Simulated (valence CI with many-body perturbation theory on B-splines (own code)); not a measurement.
Results of a calculation; reference values are marked as such.
Rb14+: what the settings do

Level of theory: configuration interaction combined with many-body perturbation theory (CI+MBPT): five valence electrons over a frozen Dirac-Fock core [Ar], a basis of 6 s, 6 p, 5 d, 5 f, 1 g functions for each j, with the one-electron correlation potential Σ1, the two-electron term Σ2, the three-electron term Σ3, Breit, model QED; selected CI, second order for the rest, scaled by the run's own slope (own B-spline code, finite nucleus).

No measured levels were compared; by estimate terms of the open shell hold to 2 to 4 % of their energy, and close levels can change places. Among the levels kept, up to 350 cm⁻¹ of a level comes from second order outside the variational space, and about a tenth of that is noise between levels of different J, which matters for small intervals. Only levels of the ground parity were solved; by the run's estimate the other parity begins above the list, which can be wrong where configurations are misplaced.

The reference run has the lowest level 3d5 6S_5/2 and an ionisation energy of 501.865 eV. Its largest variational space holds 9959 state functions.

Names give the largest LS component (configuration and term), which can be under half, so a name can repeat, a term be missing and a line seem to break the LS rules; names also repeat where a configuration has a term twice.

Changed runs:
A. Breit term on → off; QED terms on → off
B. logarithmic knot step 0.27 → 0.4
C. screening of Σ1 on → off
D. scale of Σ2 1 → -1 (bad on purpose)

Excitation energies of the reference run in cm⁻¹, and shifts in cm⁻¹:

| Level | Reference | A | B | C | D |
| --- | --- | --- | --- | --- | --- |
| 3d5 4G_5/2 | 76651 | -508 | +0.2 | +4.6 | +5071 |
| 3d5 4G_11/2 | 78621 | +984 | -0.3 | +18 | +4599 |
| 3d5 4G_7/2 | 78904 | +112 | -0.2 | +16 | +4529 |
| 3d5 4G_9/2 | 79834 | +598 | -0.3 | +21 | +4308 |
| 3d5 4P_5/2 | 82657 | -461 | +0.9 | +7.8 | +5638 |
| 3d5 4P_3/2 | 85149 | -494 | +1.0 | +10 | +5590 |
| 3d5 4P_1/2 | 88446 | -265 | +1.2 | +17 | +4873 |
| 3d5 4D_7/2 | 95512 | +228 | -0.3 | +22 | +8360 |
| 3d5 4D_1/2 | 100215 | +57 | -0.1 | +34 | +7690 |
| 3d5 4D_5/2 | 101251 | +331 | +0.2 | +31 | +7077 |
| 3d5 4D_3/2 | 102373 | +295 | +0.1 | +38 | +6726 |
| 3d5 2I_11/2 | 112837 | +625 | -0.3 | +22 | +4473 |
| Ionisation energy (eV) | 501.865 | -0.053 | -0.007 | +0.029 | -14.154 |
